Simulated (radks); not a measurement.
Task: The mean radii <r> (bohr) of the occupied orbitals of an atom or ion are listed with their occupations. All-electron calculation, scalar-relativistic Kohn-Sham, SOGGA, spin-polarised, spherical densities, finite nucleus; Fermi nuclear charge, rms radius of each element as measured or else 0.836 A^(1/3) + 0.57 fm. Program: a radial shooting solver on a logarithmic mesh with Libxc functionals.

| orbital | occ. | <r> |
|---|---|---|
| 1s up | 1 | 0.02667 |
| 1s down | 1 | 0.02667 |
| 2s up | 1 | 0.1147 |
| 2s down | 1 | 0.1147 |
| 2p up | 3 | 0.1003 |
| 2p down | 3 | 0.1003 |
| 3s up | 1 | 0.3066 |
| 3s down | 1 | 0.3065 |
| 3p up | 3 | 0.3045 |
| 3p down | 3 | 0.3045 |
| 3d up | 5 | 0.2809 |
| 3d down | 5 | 0.2809 |
| 4s up | 1 | 0.7166 |
| 4s down | 1 | 0.7164 |
| 4p up | 3 | 0.7647 |
| 4p down | 3 | 0.7638 |
| 4d up | 5 | 0.8752 |
| 4d down | 5 | 0.8700 |
| 5s up | 1 | 1.748 |
| 5s down | 1 | 1.738 |
| 5p up | 3 | 1.999 |

Name the element and its charge. Open shells, if any, are filled with parallel spins first.

Result: Z = 54, xenon, charge +3: Xe3+ in [Kr] 4d10 5s2 5p3. The 1s radius gives Z: for a bare nucleus <r> = (2 gamma + 1)/(2Z) with gamma = sqrt(1 - (Z/c)^2), 0.02628 bohr for Z = 54, and screening makes it slightly larger (0.02667 here). The occupations add up to 51, and the charge is Z minus that.
